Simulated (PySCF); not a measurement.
All of these have the formula C7H11N. Theory: TDDFT wB97X-D/def2-SVPD, vertical, gas phase, core orbitals frozen in the response (PySCF). Geometries: GFN2-xTB; one conformer of each isolated species. Triplets are in the Tamm–Dancoff approximation.

A. `C=C/N=C1\CC[C@H]1C`
B. `[H]/N=C\C[C@H]1CCC1=C`
C. `C=C/N=C/C(=C)CC`

Lowest singlet levels (six at most, fewer where fewer were computed) with oscillator strengths:

1. 4.24 eV (f 0.001); 5.04 eV (f 0.895); 6.37 eV (f 0.005); 6.84 eV (f 0.001); 7.07 eV (f 0.035); 7.19 eV (f 0.005); T1 2.84 eV
2. 5.24 eV (f 0.003); 6.84 eV (f 0.331); 7.24 eV (f 0.002); 7.26 eV (f 0.022); 7.49 eV (f 0.041); 7.64 eV (f 0.011); T1 4.38 eV
3. 4.42 eV (f 0.007); 5.83 eV (f 0.706); 7.08 eV (f 0.023); 7.10 eV (f 0.012); 7.30 eV (f 0.013); 7.43 eV (f 0.010); T1 3.46 eV

Problem. Which spectrum belongs to which structure?

Solution. 1 = C, 2 = B, 3 = A.
- A: S1 at 4.42 eV, HOMO-1→LUMO (70%), HOMO→LUMO (26%); Löwdin shares by element: HOMO carbon 59% or more, nitrogen 23% (atoms not listed hold the other 18%); LUMO carbon 55% or more, nitrogen 15% (atoms not listed hold the other 30%); HOMO -8.56 and LUMO 0.82 eV.
- B: S1 at 5.24 eV, HOMO→LUMO (29%), HOMO-1→LUMO (25%), HOMO-1→LUMO+1 (20%); Löwdin shares by element: HOMO carbon 48% or more, nitrogen 24% (atoms not listed hold the other 29%); LUMO carbon 46% or more, nitrogen 17% (atoms not listed hold the other 37%); HOMO -9.01 and LUMO 1.55 eV.
- C: S1 at 4.24 eV, HOMO-1→LUMO (96%); Löwdin shares by element: HOMO carbon 55% or more, nitrogen 14% (atoms not listed hold the other 31%); LUMO carbon 53% or more, nitrogen 17% (atoms not listed hold the other 30%); HOMO -8.43 and LUMO -0.04 eV.
